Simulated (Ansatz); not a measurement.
IRb, triplet, at the geometry of the source list (a higher spin typed on purpose: for a closed-shell molecule this is an excited state) (all electrons, no relativity). Base run: Ansatz (a quantum-chemistry and plane-wave program) with PBE0/STO-3G.

Geometry (Å):
```xyz
2

Rb    -1.0896    -0.7740    -0.9283
I      1.0896     0.7740     0.9283
```
Charge 0, spin multiplicity 3.
Orbitals are unrestricted.
All else is at Ansatz's defaults.
Base energy -9761.29307 Eh.

Each row names what was changed in the base input (with any setting that the change needs).

| change | ΔE vs base (mEh) |
|---|---|
| base | 0.000 |
| final_grid = 6, 12, 29 | 0.092 |
| point_charge = charge:0.5 position_ang:1.8647, 0.7132, -4.1744 | -1.060 |
| point_charge = charge:1.0 position_ang:-2.2286, 1.5687, 3.7396 | -0.460 |
| nuclear_model = gaussian | 74.500 |
| point_charge = charge:-1.0 position_ang:-4.3033, -0.5594, 1.6064 | -1.523 |
| final_grid = 10, 20, 41 | 0.000 |
| final_grid = 4, 8, 17 | -2.437 |
| forces = on | 0.000 |
| accuracy = high | 0.000 |
